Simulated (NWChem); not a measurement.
System: C$_{3}$H$_{4}$F$_{2}$O; SMILES O(C=C(F)F)C

NWChem printed, in part:

```
             Northwest Computational Chemistry Package (NWChem) 7.3.0
             --------------------------------------------------------

                             Geometry "geometry" -> ""
                             -------------------------

 Output coordinates in angstroms (scale by  1.889725989 to convert to a.u.)

  No.       Tag          Charge          X              Y              Z
 ---- ---------------- ---------- -------------- -------------- --------------
    1 C                    6.0000     0.14816900    -2.55240900     0.06822700
    2 O                    8.0000    -0.38048100    -1.31600900    -0.38167500
    3 C                    6.0000     0.48486300    -0.26954800    -0.27463200
    4 C                    6.0000     0.06337900     0.95620400     0.09007900
    5 F                    9.0000    -1.17971500     1.26445300     0.42992200
    6 F                    9.0000     0.85733800     2.02297300     0.09870000
    7 H                    1.0000    -0.61203800    -3.32760100    -0.14395000
    8 H                    1.0000     0.36077200    -2.53997100     1.16159100
    9 H                    1.0000     1.08939600    -2.81620900    -0.46964500
   10 H                    1.0000     1.54770700    -0.41541500    -0.53824200

 Effective nuclear repulsion energy (a.u.)     237.8045448267

                              NWChem Property Module
                              ----------------------

                                 NWChem DFT Module
                                 -----------------

 Summary of "ao basis" -> "ao basis" (spherical)
 ------------------------------------------------------------------------------
       Tag                 Description            Shells   Functions and Types
 ---------------- ------------------------------  ------  ---------------------
 C                           6-31g*                  6       14   3s2p1d
 O                           6-31g*                  6       14   3s2p1d
 F                           6-31g*                  6       14   3s2p1d
 H                           6-31g*                  2        2   2s

            General Information
            -------------------
          SCF calculation type: DFT
          Wavefunction type:  closed shell.
          No. of atoms     :    10
          No. of electrons :    48
           Alpha electrons :    24
            Beta electrons :    24
          Charge           :     0
          Spin multiplicity:     1
          Use of symmetry is: off; symmetry adaption is: off
          Maximum number of iterations: 150
          AO basis - number of functions:    92
                     number of shells:    44
          Convergence on energy requested:  1.00D-06
          Convergence on density requested:  1.00D-05
          Convergence on gradient requested:  5.00D-04

              XC Information
              --------------
                         B3LYP Method XC Potential
                     Hartree-Fock (Exact) Exchange  0.200
                        Slater Exchange Functional  0.800 local
                    Becke 1988 Exchange Functional  0.720 non-local
              Lee-Yang-Parr Correlation Functional  0.810
                  VWN I RPA Correlation Functional  0.190 local

             Grid Information
             ----------------
          Grid used for XC integration:  medium
          Radial quadrature: Mura-Knowles
          Angular quadrature: Lebedev.
          Tag              B.-S. Rad. Rad. Pts. Rad. Cut. Ang. Pts.
          ---              ---------- --------- --------- ---------
          C                   0.70       49          11.0       434
          O                   0.60       49           8.0       434
          F                   0.50       49          13.0       434
          H                   0.35       45          11.0       434
          Grid pruning is: on
          Number of quadrature shells:   474
          Spatial weights used:  Erf1

      Superposition of Atomic Density Guess
      -------------------------------------

 Sum of atomic energies:        -388.47270888

      Non-variational initial energy
      ------------------------------

 Total energy =    -390.964517
 1-e energy   =   -1008.236147
 2-e energy   =     379.467085
 HOMO         =      -0.196322
 LUMO         =       0.129076

   convergence    iter        energy       DeltaE   RMS-Dens  Diis-err
 ---------------- ----- ----------------- --------- --------- ---------
 d= 0,ls=0.0,diis     1   -391.4270733281 -6.29D+02  1.53D-02  1.18D+00
 d= 0,ls=0.0,diis     2   -391.3536961347  7.34D-02  9.22D-03  2.12D+00
 d= 0,ls=0.0,diis     3   -391.5529811246 -1.99D-01  2.67D-03  8.00D-02
 d= 0,ls=0.0,diis     4   -391.5587523129 -5.77D-03  1.30D-03  2.17D-02
 d= 0,ls=0.0,diis     5   -391.5610961569 -2.34D-03  3.22D-04  2.24D-03
  Resetting Diis
 d= 0,ls=0.0,diis     6   -391.5613008179 -2.05D-04  6.58D-05  4.37D-05
 d= 0,ls=0.0,diis     7   -391.5613056517 -4.83D-06  3.91D-05  6.58D-06
 d= 0,ls=0.0,diis     8   -391.5613046602  9.91D-07  2.40D-05  1.60D-05
 d= 0,ls=0.0,diis     9   -391.5613063834 -1.72D-06  2.97D-06  1.17D-07
 d= 0,ls=0.0,diis    10   -391.5613063956 -1.22D-08  8.32D-07  9.20D-09

[...]

 DFT Linear Response polarizability / au
 Frequency  =       0.0773000 / au
 Wavelength =     589.4353558 / nm
              X              Y              Z
 -----------------------------------------------
 X      33.7747456     -1.8388417     -2.8839013
 Y      -1.8388188     55.8825425      3.7166323
 Z      -2.8839089      3.7166538     25.6050408
 -----------------------------------------------
 Eigenvalues =      34.3220499     56.5413215     24.3989575
 Isotropic   =      38.4207763
 Anisotropic =      28.5069760
 -----------------------------------------------

 Magnetic Dipole Response Matrix (nonzero elements):
```

Level: B3LYP/6-31G* (spherical d). Geometry: optimised at PBE-D3(BJ)/def2-SVP.

Task: Which NWChem input produces such a log?

Result: This is not unique; one that fits is the input that was run:
```
start job
memory heap 200 mb stack 900 mb global 1100 mb
geometry units angstroms noautosym nocenter noautoz
  C      0.148169    -2.552409     0.068227
  O     -0.380481    -1.316009    -0.381675
  C      0.484863    -0.269548    -0.274632
  C      0.063379     0.956204     0.090079
  F     -1.179715     1.264453     0.429922
  F      0.857338     2.022973     0.098700
  H     -0.612038    -3.327601    -0.143950
  H      0.360772    -2.539971     1.161591
  H      1.089396    -2.816209    -0.469645
  H      1.547707    -0.415415    -0.538242
end
basis spherical
  C library 6-31g*
  O library 6-31g*
  F library 6-31g*
  H library 6-31g*
end
dft
  xc b3lyp
  iterations 150
end
property
  response 1 0.0773
end
task dft property
```
